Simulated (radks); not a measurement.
The numbers below are computed, except where a source is named.
Isoelectronic series with 18 electrons, all held in the configuration [Ar], which need not be the ground one along the series. Code: a radial shooting solver on a logarithmic mesh with Libxc functionals. Model: Dirac Kohn-Sham, BLYP, spin-unpolarised, spherical densities, finite nucleus; Fermi nuclear charge, rms radius of each element as measured or else 0.836 A^(1/3) + 0.57 fm. Total energies (hartree) and orbital eigenvalues (Ry):

ion    E (hartree)      3p3/2      3p1/2      3s1/2
Ar      -529.43808   -0.74098   -0.75405   -1.77367
Ca2+    -679.89910   -3.14379   -3.17268   -4.55847
Ti4+    -850.48779   -6.54107   -6.59540   -8.35492
Cr6+   -1041.24642  -10.87942  -10.97187  -13.10911
Fe8+   -1252.26085  -16.13871  -16.28545  -18.80374
Ni10+  -1483.64276  -22.30951  -22.53065  -25.43330
Zn12+  -1735.52244  -29.38711  -29.70721  -32.99769
Ge14+  -2008.04801  -37.36932  -37.81785  -41.49989
Se16+  -2301.38409  -46.25538  -46.86730  -50.94492
Kr18+  -2615.71063  -56.04553  -56.86177  -61.33934
Sr20+  -2951.22404  -66.74066  -67.80876  -72.69100
Zr22+  -3308.13712  -78.34219  -79.71686  -85.00886
Mo24+  -3686.67809  -90.85194  -92.59576  -98.30294
Ru26+  -4087.09862  -104.2721  -106.4562  -112.5844
Pd28+  -4509.66572  -118.6051  -121.3098  -127.8655
Cd30+  -4954.66520  -133.8537  -137.1695  -144.1593
Sn32+  -5422.40878  -150.0209  -154.0491  -161.4804
Te34+  -5913.22285  -167.1100  -171.9638  -179.8441
Xe36+  -6427.46974  -185.1246  -190.9299  -199.2675
Ba38+   -6965.5267  -204.0682  -210.9648  -219.7684
Ce40+   -7527.8051  -223.9449  -232.0876  -241.3666
Nd42+   -8114.7430  -244.7589  -254.3186  -264.0828
Sm44+   -8726.7782  -266.5145  -277.6798  -287.9389
Gd46+   -9364.4606  -289.2165  -302.1949  -312.9602
